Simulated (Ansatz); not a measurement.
The cluster Mg₄H₃ (the lowest doublet isomer of a short search) was relaxed with r2SCAN-D4 (def2-TZVP) in Ansatz in these states: neutral doublet, neutral quartet. The geometries follow in no particular order.

A:

```xyz
7

Mg    1.593   -0.042   -0.150
Mg   -1.440    0.110   -0.689
Mg   -0.337    1.176    2.227
Mg   -0.434   -1.500    2.020
H     3.286   -0.100   -0.433
H     0.263    0.144   -1.437
H    -2.931    0.211   -1.537
```

B:

```xyz
7

Mg   -1.445   -0.474   -0.953
Mg    1.686    0.183    0.585
Mg   -0.982   -0.267    2.112
Mg   -0.608    2.241    0.281
H    -2.412   -1.205   -2.166
H     0.370   -0.489   -0.544
H     3.391    0.012    0.685
```

Question: Judge from the bond lengths which geometry belongs to which state (an estimate).

Answer: A is the neutral quartet (Mg3–Mg4 2.686 Å, Mg2–Mg4 3.308 Å, Mg1–Mg4 3.308 Å); B is the neutral doublet (Mg3–Mg4 3.127 Å, Mg2–Mg4 3.098 Å, Mg1–Mg4 3.098 Å).

At PBE0-D4/def2-TZVP a doublet lies 0.95 eV below the neutral quartet. These are the stationary points nearest to one start from a short search; other shapes may lie lower in each state.
